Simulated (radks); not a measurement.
Er I, 68 electrons, occupied as [Kr] 4d10 4f12 5s1.75 5p6 6s2 7s0.25 (fractional occupations, a model configuration). Calculated with a radial shooting solver on a logarithmic mesh with Libxc functionals: scalar-relativistic Kohn-Sham, LDA (Slater exchange, Perdew-Wang correlation), spin-polarised, spherical densities, finite nucleus; open shells are filled with parallel spins first (spin-orbit coupling, left out, can overturn this in heavy ions); Fermi nuclear charge, rms radius 5.2516 fm.

Local quantities along the radius. ELF = 1/(1 + alpha^2) is the electron localisation function; alpha = (tau - tau_W)/tau_unif compares the Pauli kinetic energy density with that of the uniform gas (summed over spins); -r V(r) is the screened charge that the Kohn-Sham potential of spin up presents (atomic units); r v_xc is r times the local exchange-correlation potential of spin up (hartree bohr). tau is taken from the large components.

r (bohr)    ELF       alpha  -r V(r)   r v_xc
0.002478  0.999     0.03053    67.00  -0.1586
0.003496  0.999     0.03765    66.59  -0.2072
0.004931  0.997     0.05102    66.01  -0.2657
0.007011  0.994     0.07917    65.20  -0.3335
0.00989   0.980      0.1431    64.11  -0.4017
0.01395   0.912      0.3112    62.66  -0.4622
0.01968   0.634      0.7597    60.76  -0.5089
0.02776   0.340       1.395    58.30  -0.5599
0.03947   0.465       1.073    55.11  -0.6661
0.05568   0.725      0.6161    51.23  -0.8060
0.07853   0.640      0.7501    46.57  -0.8906
0.1108    0.343       1.385    41.16  -0.9370
0.1563    0.606      0.8063    35.14   -1.103
0.2204    0.696      0.6611    28.81   -1.192
0.3134    0.244       1.758    22.30   -1.119
0.4421    0.630      0.7659    16.14   -1.321
0.6236    0.647      0.7392    10.76   -1.381
0.8797    0.342       1.386    6.859   -1.225
1.241     0.488       1.024    4.267   -1.155
1.75      0.463       1.077    2.634   -1.012
2.489     0.132       2.564    1.645  -0.7945
3.511     0.405       1.212    1.146  -0.7267
4.952     0.824      0.4622   0.8320  -0.6404
6.985     0.027       6.041   0.5623  -0.4646
9.853     0.190       2.065   0.4719  -0.4271
13.9      0.997     0.05218   0.4428  -0.4310
19.76     1.000    0.001168   0.2988  -0.2977
27.88     1.000  0.00002141   0.1243  -0.1242

On this mesh the ELF has minima near r = 0.028, 0.11, 0.31, 0.88, 2.5, 8.3 bohr, which separate the shells, and maxima near 0.066 (0.74), 0.19 (0.73), 0.52 (0.72), 1.5 (0.55), 5.0 (0.82).
